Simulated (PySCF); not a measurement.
Bonds: B1-F2 1.344 Å, B1-F3 1.338 Å, B1-S4 2.021 Å, B1-S8 2.023 Å, S4-B5 2.023 Å, B5-F6 1.339 Å, B5-F7 1.343 Å, B5-S8 2.020 Å. S4 carries H9; S8 carries H10.

Isolated molecule, one averaged value for each set of equivalent atoms, single conformer, non-relativistic Hamiltonian. GIAO B3LYP/pcSseg-1 shieldings; coordinates at the PBE0-D3(BJ)/def2-SVP level; PySCF 2.14.

δ = σ(ref) − σ, references computed at the same level: ¹H (31.38 ppm) against TMS; ¹¹B (97.83 ppm) vs BF3·OEt2; ¹⁹F (171.94 ppm) vs CFCl3; CS2 for ³³S (485.41 ppm).

```json
{"atoms": "B1/B5", "nucleus": "¹¹B", "count": "2", "δ (ppm)": "?"}
{"atoms": "F2/F3/F6/F7", "nucleus": "¹⁹F", "count": "4", "δ (ppm)": "-110.2"}
{"atoms": "S4/S8", "nucleus": "³³S", "count": "2", "δ (ppm)": "-4"}
{"atoms": "H9/H10", "nucleus": "¹H", "count": "2", "δ (ppm)": "?"}
```

Problem. Complete the table.

Solution. 
- H9/H10: 2.78 ppm, hydrogen on a sulfur bonded to 2 B
- B1/B5: 0.3 ppm, boron bonded to 2 F, 2 S

OH and NH positions are those of a molecule without intermolecular hydrogen bonds; in solution they move with solvent, concentration and temperature, and exchange usually removes their couplings. The averaged F atoms aren't alike in the static structure (σ from 271 to 293 ppm); the average presumes fast exchange among these sites. Unscaled 19F shifts against computed CFCl3 carry errors that often reach 10 to 50 ppm.
